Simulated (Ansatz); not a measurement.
B₂H₆OSi, SMILES `BB[SiH2]O`. Total charge 0; spin multiplicity 1. The geometry is a stationary point of PBE0-D4/def2-TZVP. It is one conformer, not always the lowest.

```xyz
10

B     0.890    0.422    1.002
B     0.374    1.276   -0.068
Si   -0.334   -0.727   -0.490
O    -1.922   -0.675   -0.058
H     1.377   -0.298    1.796
H     1.662    0.898    0.016
H     0.051    2.010   -0.931
H     0.309   -1.992   -0.046
H    -0.278   -0.707   -1.971
H    -2.129   -0.206    0.752
```

Question: What is the dipole moment at ωB97M-V/def2-TZVPP? (Best estimate.)

Answer: The calculation gave: 0.93 D, with components (0.72, 0.23, 0.53) D in this frame, pointing from negative to positive charge.

Question: And with PBE, r2SCAN, B3LYP? (Estimate.)

Answer: Ansatz gave: PBE 0.80 D, r2SCAN 0.86 D, B3LYP 0.93 D.

Question: Give the Mulliken charges with ωB97M-V, r2SCAN, B3LYP in def2-TZVPP. (Best estimate.)

Answer: Ansatz gave: 
```tsv
atom	ωB97M-V	r2SCAN	B3LYP
B1	-0.26	-0.15	-0.16
B2	-0.26	-0.14	-0.14
Si3	0.34	0.46	0.41
O4	-0.38	-0.42	-0.39
H5	0.16	0.07	0.09
H6	0.13	0.07	0.07
H7	0.16	0.07	0.09
H8	-0.04	-0.09	-0.08
H9	-0.03	-0.08	-0.07
H10	0.19	0.21	0.19
```

B3LYP here is the variant with VWN-RPA as its local correlation; programs differ in this.
